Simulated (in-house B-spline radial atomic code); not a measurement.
## Ionising the krypton ion Kr⁺ with different functionals

Computed with a radial B-spline atomic code at the basis-set limit: non-relativistic Hamiltonian, point nucleus, spin-polarised at highest spin, spherical fractional occupations for the functionals, the average over the highest-spin determinants for Hartree-Fock. The ionisation energy is the difference of two self-consistent energies, [Ar] 3d10 4s2 4p5 → [Ar] 3d10 4s2 4p4, without Breit or QED terms; ε is the level of the shell that loses the electron (its least bound occupied spin orbital). There is no spin-orbit coupling in this Hamiltonian.

Hybrids are left out here: with spherical fractional occupations of an open shell their exact exchange keeps a self-interaction that integer-occupation calculations don't have.

```
           method          rung  ΔSCF (eV)  -ε(4p) (eV)
     Hartree-Fock  Hartree-Fock      23.23        24.01
         LDA VWN5           LDA          ?            ?
         LDA PW92           LDA      24.65        19.30
LDA exchange-only           LDA      23.02        17.80
              PBE           GGA      24.37        19.09
           PBEsol           GGA      24.39        19.10
             BLYP           GGA      24.27        18.95
             RPBE           GGA      24.31        19.04
             PW91           GGA      24.46        19.16
             BP86           GGA      24.52        19.21
             AM05           GGA          ?            ?
             OLYP           GGA      24.24        19.00
             TPSS      meta-GGA      24.44        19.19
             SCAN      meta-GGA      24.55        19.38
           r2SCAN      meta-GGA      24.56        19.39
          revTPSS      meta-GGA      24.44        19.20
```

(1) What does LDA VWN5 give?

(2) What does AM05 give?

(3) How do they compare with the NIST value?

Results:

(1) ΔSCF 24.65 eV, and -ε(4p) = 19.30 eV.

(2) ΔSCF 24.38 eV, and -ε(4p) = 19.08 eV.

(3) NIST lists 24.360 eV (measured, ground level to ground level). Errors run from -1.34 to +0.29 eV; PBE is closest (+0.01 eV), but part of that can be cancellation, since the calculations leave out relativity, Breit-QED terms, multiplet and fine-structure energies. Hartree-Fock also lacks correlation.
